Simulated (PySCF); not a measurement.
Members of one family of related compounds. The calculation used PySCF, TDDFT CAM-B3LYP/def2-SVPD, vertical, gas phase, core orbitals frozen in the response. Geometries: PBE0-D3(BJ)/def2-SVP; one conformer of each isolated species. Triplets are in the Tamm–Dancoff approximation. Relativistic effects are left out although some hold elements past zinc.

**Question.** Rank by computed lowest singlet excitation energy, lowest first.
A. `FC(F)(F)[CH2][GeH2][C](F)(F)F`
B. `[H]/N=[CH]\[GeH2][C](F)(F)F`
C. `F[C](F)(F)[GeH2][CH]1CCCC1`
D. `F[C]([GeH2][O]C)(F)F`
E. `CO[CH2][GeH2][C](F)(F)F`
F. `CC[O][GeH2][C](F)(F)F`
G. `[GeH2]([C]#C)[C](F)(F)F`

**Answer.** B (4.38 eV), G (6.01 eV), D (6.72 eV), F (6.85 eV), E (7.23 eV), C (7.96 eV), A (8.88 eV).

```csv
SMILES,S1 (eV),α (au),f (S1),HOMO (eV),gap (eV),S1 mainly
[H]/N=[CH]\[GeH2][C](F)(F)F,4.38,65.2,0.000,-9.10,8.82,H→L (95%)
C#[C][GeH2][C](F)(F)F,6.01,66.0,0.000,-9.94,10.42,H-1→L (68%)
C[O][GeH2][C](F)(F)F,6.72,61.3,0.001,-9.68,10.27,H→L (92%)
CC[O][GeH2][C](F)(F)F,6.85,73.9,0.000,-9.58,10.34,H→L (88%)
CO[CH2][GeH2][C](F)(F)F,7.23,75.8,0.024,-9.40,10.31,H→L (62%)
F[C](F)(F)[GeH2][CH]1CCCC1,7.96,101.2,0.029,-9.85,10.83,H→L (87%)
FC(F)(F)[CH2][GeH2][C](F)(F)F,8.88,70.9,0.017,-11.08,11.84,H→L (61%)
```

H and L stand for HOMO and LUMO.

Mean S1 by what the SMILES shows (count): single bonds only 7.53 eV (5); a double or triple bond but no aromatic ring 5.20 eV (2).

Without π bonds the low states are Rydberg-like; a valence basis with one diffuse set may place them up to an eV too high.
